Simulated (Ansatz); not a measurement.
Steps of a relaxation of `CN(C)B(N)N` with RKS PBE-D4/def2-SVP.

```sh
$ ansatz run in.yaml --threads 4 --pin off --events-out ev --progress --plain --max-ram 11315MiB
```

```yaml
crystal:
  periodic: [false, false, false]
  atoms:
    - {symbol: C, position_ang: [-0.290000, -1.346300, 1.036800]}
    - {symbol: N, position_ang: [0.338200, -0.659200, -0.107300]}
    - {symbol: C, position_ang: [1.665100, -0.240400, 0.265300]}
    - {symbol: B, position_ang: [-0.391600, 0.566700, -0.610000]}
    - {symbol: N, position_ang: [-0.989500, 0.559800, -2.052400]}
    - {symbol: N, position_ang: [-0.692200, 1.783200, 0.293000]}
    - {symbol: H, position_ang: [0.231100, -2.225600, 1.315200]}
    - {symbol: H, position_ang: [-1.331100, -1.586700, 0.730500]}
    - {symbol: H, position_ang: [-0.382800, -0.614300, 1.954900]}
    - {symbol: H, position_ang: [2.223700, 0.221800, -0.563100]}
    - {symbol: H, position_ang: [1.670600, 0.482200, 1.146600]}
    - {symbol: H, position_ang: [2.312200, -1.122100, 0.599700]}
    - {symbol: H, position_ang: [-0.218900, 0.455700, -2.680600]}
    - {symbol: H, position_ang: [-1.631300, -0.259600, -2.123600]}
    - {symbol: H, position_ang: [-1.319900, 1.448800, 1.076600]}
    - {symbol: H, position_ang: [-1.216400, 2.513500, -0.237500]}
basis:
  gaussian: {orbitals: def2-SVP}
hamiltonian: {xc: pbe, dispersion: d4}
relax: {f_tol: 0.03, max_steps: 200}
```

Positions (Å) and forces (eV/Å) along the path, 9 of 18 steps:

```xyz
16
step=1 energy=-7369.4404 eV
C    -0.290   -1.346    1.037   -1.539    3.211   -0.369
N     0.338   -0.659   -0.107   -0.414    0.505    0.431
C     1.665   -0.240    0.265    1.212   -0.388    1.219
B    -0.392    0.567   -0.610   -1.897    0.839   -0.233
N    -0.990    0.560   -2.052   -0.251    0.860    2.724
N    -0.692    1.783    0.293   -0.615   -2.306   -1.292
H     0.231   -2.226    1.315    0.925   -1.438    0.471
H    -1.331   -1.587    0.731    0.026   -0.287    0.230
H    -0.383   -0.614    1.955    0.209   -1.100   -0.770
H     2.224    0.222   -0.563    0.013    0.237   -0.304
H     1.671    0.482    1.147    0.097   -0.221   -0.429
H     2.312   -1.122    0.600   -0.546    0.494   -0.315
H    -0.219    0.456   -2.681    0.774   -0.641   -1.125
H    -1.631   -0.260   -2.124    0.715    0.278   -0.097
H    -1.320    1.449    1.077    1.056    0.570   -0.433
H    -1.216    2.514   -0.237    0.235   -0.615    0.292
16
step=2 energy=-7370.0579 eV
C    -0.329   -1.317    1.041   -0.255    1.097   -0.143
N     0.316   -0.625   -0.078   -0.485    0.110    0.249
C     1.666   -0.221    0.277    0.439   -0.222    0.406
B    -0.483    0.530   -0.614    0.205    1.279   -0.325
N    -0.958    0.600   -2.057    0.050    0.325    1.426
N    -0.693    1.736    0.226   -1.470   -1.836   -0.001
H     0.234   -2.216    1.311    0.213   -0.470    0.161
H    -1.362   -1.605    0.754    0.034   -0.107    0.080
H    -0.402   -0.660    1.974    0.018   -0.413   -0.288
H     2.200    0.249   -0.574   -0.106    0.096   -0.085
H     1.705    0.497    1.146    0.037   -0.064   -0.167
H     2.290   -1.110    0.573   -0.279    0.200   -0.124
H    -0.164    0.422   -2.678    0.116   -0.408   -0.218
H    -1.598   -0.207   -2.156    0.183    0.020   -0.272
H    -1.146    1.482    1.157    1.089    0.633   -0.939
H    -1.298    2.423   -0.259    0.212   -0.239    0.241
16
step=4 energy=-7370.5738 eV
C    -0.326   -1.272    1.063   -0.019    0.316   -0.075
N     0.325   -0.589   -0.044   -0.133    0.050    0.035
C     1.697   -0.227    0.261    0.084   -0.114    0.034
B    -0.470    0.535   -0.628    0.107    0.437   -0.128
N    -0.782    0.647   -2.077    0.118   -0.576    0.103
N    -0.874    1.626    0.208   -0.836   -0.687    0.330
H     0.223   -2.199    1.327    0.040   -0.096    0.044
H    -1.362   -1.561    0.786    0.040   -0.019    0.016
H    -0.392   -0.653    2.007    0.010   -0.114   -0.032
H     2.190    0.226   -0.624   -0.014    0.031   -0.007
H     1.793    0.504    1.110    0.032   -0.005   -0.011
H     2.292   -1.130    0.538   -0.031    0.045   -0.027
H    -0.066    0.139   -2.638   -0.505    0.022    0.306
H    -1.681    0.138   -2.244    0.523    0.485   -0.065
H    -1.099    1.460    1.210    0.436    0.264   -0.634
H    -1.489    2.334   -0.212    0.148   -0.039    0.111
16
step=5 energy=-7370.7539 eV
C    -0.319   -1.233    1.100   -0.041    0.145   -0.043
N     0.332   -0.577   -0.017   -0.183    0.150   -0.032
C     1.722   -0.249    0.227    0.061   -0.137    0.007
B    -0.470    0.528   -0.624   -0.002    0.339   -0.004
N    -0.679    0.665   -2.078   -0.157   -0.629    0.011
N    -1.020    1.545    0.215   -0.389   -0.464    0.211
H     0.206   -2.173    1.375    0.070   -0.035    0.006
H    -1.357   -1.509    0.821    0.011   -0.023    0.045
H    -0.384   -0.616    2.042    0.055   -0.037    0.003
H     2.186    0.173   -0.688    0.009    0.027    0.007
H     1.876    0.495    1.056    0.024   -0.024   -0.011
H     2.297   -1.167    0.495    0.024    0.055   -0.002
H    -0.015    0.071   -2.612   -0.434    0.082    0.249
H    -1.640    0.321   -2.312    0.695    0.480   -0.016
H    -1.152    1.420    1.232    0.175    0.131   -0.538
H    -1.605    2.284   -0.187    0.081   -0.060    0.108
16
step=7 energy=-7371.0205 eV
C    -0.293   -1.131    1.225   -0.003    0.050    0.018
N     0.304   -0.528    0.051   -0.059    0.250    0.019
C     1.743   -0.344    0.123   -0.085   -0.070    0.051
B    -0.485    0.544   -0.602   -0.083    0.072    0.018
N    -0.461    0.755   -2.052   -0.525   -0.435   -0.103
N    -1.304    1.399    0.201   -0.059   -0.379    0.069
H     0.213   -2.092    1.474    0.007    0.048    0.003
H    -1.363   -1.365    1.025    0.136    0.022    0.068
H    -0.259   -0.500    2.160    0.067   -0.047   -0.042
H     2.130    0.042   -0.842    0.007    0.017   -0.005
H     2.068    0.381    0.924   -0.052   -0.113   -0.110
H     2.265   -1.309    0.330   -0.020    0.034   -0.019
H     0.159    0.094   -2.547   -0.294    0.110    0.143
H    -1.428    0.632   -2.444    0.943    0.370    0.180
H    -1.438    1.251    1.207    0.057    0.097   -0.300
H    -1.873    2.149   -0.189   -0.038   -0.026    0.010
16
step=9 energy=-7371.2612 eV
C    -0.255   -1.061    1.319   -0.011    0.013    0.037
N     0.282   -0.475    0.112    0.182    0.020    0.105
C     1.732   -0.410    0.056   -0.082    0.015    0.020
B    -0.517    0.532   -0.584    0.124   -0.044   -0.008
N    -0.302    0.823   -1.990   -0.857   -0.244   -0.640
N    -1.525    1.232    0.139   -0.204   -0.070    0.275
H     0.251   -2.027    1.544    0.007    0.039    0.006
H    -1.336   -1.281    1.180    0.084    0.038    0.071
H    -0.155   -0.425    2.244    0.052   -0.039   -0.045
H     2.062   -0.009   -0.925   -0.008   -0.015    0.049
H     2.169    0.262    0.848   -0.047   -0.130   -0.128
H     2.200   -1.415    0.191   -0.051    0.052   -0.024
H     0.223    0.088   -2.489   -0.190    0.209    0.113
H    -1.218    0.958   -2.495    1.126    0.097    0.405
H    -1.564    1.199    1.161   -0.049    0.050   -0.238
H    -2.070    1.988   -0.268   -0.075    0.006    0.002
16
step=10 energy=-7371.3631 eV
C    -0.234   -1.035    1.363    0.012    0.006    0.048
N     0.279   -0.453    0.144    0.152    0.021    0.040
C     1.726   -0.435    0.032   -0.043   -0.011    0.042
B    -0.533    0.516   -0.576   -0.027    0.213   -0.069
N    -0.245    0.843   -1.968   -0.737   -0.148   -0.213
N    -1.618    1.162    0.110    0.080   -0.192   -0.026
H     0.268   -2.007    1.571    0.001    0.010    0.012
H    -1.320   -1.239    1.256    0.055    0.032    0.048
H    -0.097   -0.402    2.283    0.050   -0.018   -0.032
H     2.034   -0.027   -0.953   -0.026   -0.012    0.056
H     2.213    0.209    0.818   -0.062   -0.120   -0.121
H     2.167   -1.457    0.136   -0.057    0.064   -0.024
H     0.224    0.089   -2.485   -0.054    0.136    0.048
H    -1.101    1.113   -2.501    0.779   -0.003    0.310
H    -1.638    1.182    1.131   -0.057    0.040   -0.118
H    -2.149    1.920   -0.315   -0.067   -0.018   -0.001
16
step=11 energy=-7371.4561 eV
C    -0.200   -0.984    1.425   -0.002    0.040    0.004
N     0.273   -0.417    0.183    0.196   -0.001    0.034
C     1.710   -0.480   -0.011   -0.105    0.067    0.063
B    -0.546    0.519   -0.564   -0.095    0.008   -0.010
N    -0.189    0.873   -1.925   -0.436   -0.013   -0.211
N    -1.715    1.075    0.066    0.080   -0.062   -0.017
H     0.270   -1.978    1.603   -0.024    0.016    0.022
H    -1.297   -1.135    1.376    0.026   -0.015    0.025
H     0.012   -0.358    2.334    0.067   -0.025   -0.036
H     1.979   -0.026   -0.985    0.040   -0.040    0.068
H     2.263    0.094    0.781   -0.007   -0.095   -0.096
H     2.102   -1.527    0.016   -0.071    0.063   -0.023
H     0.300    0.142   -2.452   -0.025    0.099    0.005
H    -0.956    1.251   -2.506    0.447   -0.050    0.247
H    -1.764    1.121    1.084   -0.049    0.037   -0.051
H    -2.266    1.806   -0.381   -0.041   -0.030   -0.024
16
step=18 energy=-7371.5372 eV
C    -0.124   -0.903    1.519    0.002    0.000   -0.003
N     0.305   -0.283    0.288    0.001    0.000    0.002
C     1.695   -0.502   -0.031   -0.003    0.000    0.002
B    -0.578    0.509   -0.542    0.001    0.002   -0.003
N    -0.198    0.827   -1.895   -0.003   -0.002    0.004
N    -1.833    0.977   -0.011    0.002    0.001   -0.002
H     0.141   -1.988    1.545   -0.001    0.001   -0.001
H    -1.224   -0.834    1.623    0.002    0.000   -0.001
H     0.344   -0.442    2.426    0.000   -0.001    0.000
H     1.994    0.117   -0.899    0.000    0.000    0.004
H     2.362   -0.217    0.819   -0.001   -0.001   -0.001
H     1.925   -1.572   -0.267   -0.001    0.001   -0.001
H     0.400    0.209   -2.441    0.001   -0.001    0.001
H    -0.779    1.422   -2.482   -0.002    0.000    0.001
H    -1.959    1.164    0.982    0.003   -0.001    0.000
H    -2.494    1.492   -0.589    0.000   -0.001   -0.001
```

Run time 31 s (4 threads of an Arm Neoverse V1 on a shared host); peak host memory 0.19 GiB.
